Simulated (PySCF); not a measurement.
# Dipole response of Fe (iron, neutral)

[Ar] 3d6 4s1 4p1, one real determinant (an excited configuration). Calculation: PySCF 2.14, in aug-cc-pwCVTZ; the non-relativistic Hamiltonian (point nucleus). Coupled (time-dependent) response in atomic units; α is the mean over directions.

```csv
method,mean α (bohr³),"α xx, yy, zz",C₆ (like pair),S(−4)
UHF,81.32,"73.35, 73.35, 97.26",782.7,3986
```

S(−4) is the Cauchy moment in α(ω) = α(0) + S(−4) ω² + …

α(iu) at UHF:

```
u (hartree)  α(iu) (bohr³)
          0          81.32
     0.0500          72.64
      0.100          55.95
      0.200          30.94
      0.300          18.86
      0.500          9.408
      0.750          5.411
       1.00          3.705
       1.50          2.201
       2.00          1.517
       3.00         0.8780
       5.00         0.4151
```

A single London oscillator, α(iu) = α/(1 + u²/ω²), gives C₆ = (3/4) ω α². Matching the computed C₆ needs ω = 4 × 782.7 / (3 × 81.32²) = 0.158 hartree.

The components differ because the open shell of this determinant is not spherical; for a pure term their mean is the scalar polarisability.

⟨L²⟩ = 8.06 against 12 for a pure F term, so this real determinant mixes terms.
